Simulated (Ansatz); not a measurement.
`[SiH3][O][Zn][SH]` and `[SiH3][O][Cd][SH]` differ in one element.

Ansatz, PBE0-D4/def2-TZVP geometries, multiplicity 1. Each molecule was computed in one conformer, which needn't be the lowest.

Elements past krypton have def2 core potentials. Scalar relativity is left out up to krypton.

```
                                          property  `[SiH3][O][Zn][SH]`
             HOMO–LUMO gap (B3LYP/def2-TZVPP) / eV                 5.88
                 LUMO energy (PBE/def2-TZVPP) / eV                -2.13
             LUMO energy (ωB97M-V/def2-TZVPP) / eV                 0.40
size of the dipole moment (ωB97M-V/def2-TZVPP) / D                 1.16
  size of the dipole moment (B3LYP/def2-TZVPP) / D                 1.19
              HOMO–LUMO gap (PBE0/def2-TZVPP) / eV                 6.43
```

Problem. What does the change do to each property? (An estimate is asked.)

Solution. Ansatz gave: 
```csv
property,`[SiH3][O][Cd][SH]`,shift
HOMO–LUMO gap (B3LYP/def2-TZVPP) / eV,5.32,-0.56
LUMO energy (PBE/def2-TZVPP) / eV,-2.59,-0.46
LUMO energy (ωB97M-V/def2-TZVPP) / eV,0.01,-0.39
size of the dipole moment (ωB97M-V/def2-TZVPP) / D,1.41,0.25
size of the dipole moment (B3LYP/def2-TZVPP) / D,1.49,0.30
HOMO–LUMO gap (PBE0/def2-TZVPP) / eV,5.85,-0.58
```

With PBE0 the HOMO rises by 0.11 eV and the LUMO falls by 0.47 eV, so the gap narrows by about 0.58 eV. PBE moves the HOMO by 0.09 eV and ωB97M-V by 0.12 eV. Dipoles are sizes alone; their direction can turn.

Positive LUMOs are unbound, so they and the gaps depend on the basis.

B3LYP here is the variant with VWN-RPA as its local correlation; programs differ in this.
